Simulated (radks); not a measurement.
Problem. These are the eigenvalues of the occupied orbitals of an atom or ion with whole-number occupations (hartree). All-electron calculation, scalar-relativistic Kohn-Sham, PBE, spin-polarised, spherical densities, point nucleus. Program: a radial shooting solver on a logarithmic mesh with Libxc functionals.

| orbital | eigenvalue |
|---|---|
| 1s up | -730.3533 |
| 1s down | -730.2982 |
| 2s up | -135.0860 |
| 2s down | -135.0475 |
| 2p up | -125.0020 |
| 2p down | -124.9441 |
| 3s up | -47.99487 |
| 3s down | -47.82902 |
| 3p up | -44.73365 |
| 3p down | -44.56688 |

Which element is it, and in what charge state? The configuration may be excited. Open shells, if any, are filled with parallel spins first.

Solution. Z = 41, niobium, charge +24: Nb24+ in [Ne] 3s2 3p5. The list shows which subshells hold electrons but not how many an open one holds; the 1s level, -730.35 hartree, gives Z - s = 38.2 by -(Z - s)^2/2, which with screening and relativity narrows Z to a few neighbours, and the depths of the outer levels then fix element, charge and occupations together.
